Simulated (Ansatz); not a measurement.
Isolated molecules relaxed with PBE0-D4/def2-TZVP in Ansatz; ΔE leaves out vibrations. CCSD(T)/CBS is the MP2 limit (def2-TZVPP, def2-QZVPP) plus CCSD(T) − MP2 in def2-TZVPP, frozen cores. DFT in def2-TZVPP. For Ge outer-core shells are correlated without core-valence functions, which leaves a few kJ/mol of doubt a bond. Scalar relativity is left out up to krypton. One conformer a species, not always the lowest.

`O[Si@H](Cl)C[Si@@H](O)F` + `C[N]([GeH3])[SiH2]O` → `C[N]([GeH3])[SiH](O)F` + `O[SiH2]C[SiH](O)Cl`  (redistribution)

```tsv
species	B2PLYP energy (Eh)
`O[Si@H](Cl)C[Si@@H](O)F`	-1331.06385
`C[N]([GeH3])[SiH2]O`	-2539.52002
`C[N]([GeH3])[SiH](O)F`	-2638.84391
`O[SiH2]C[SiH](O)Cl`	-1231.74413
```

(1) Work out ΔE.

Largest T1 diagnostic among the species: 0.012.

Results:

(1) ΔE = (-2638.84391) + (-1231.74413) − (-1331.06385) − (-2539.52002) = -0.00417 Eh = -0.11 eV. CCSD(T)/CBS gives -0.13 eV.
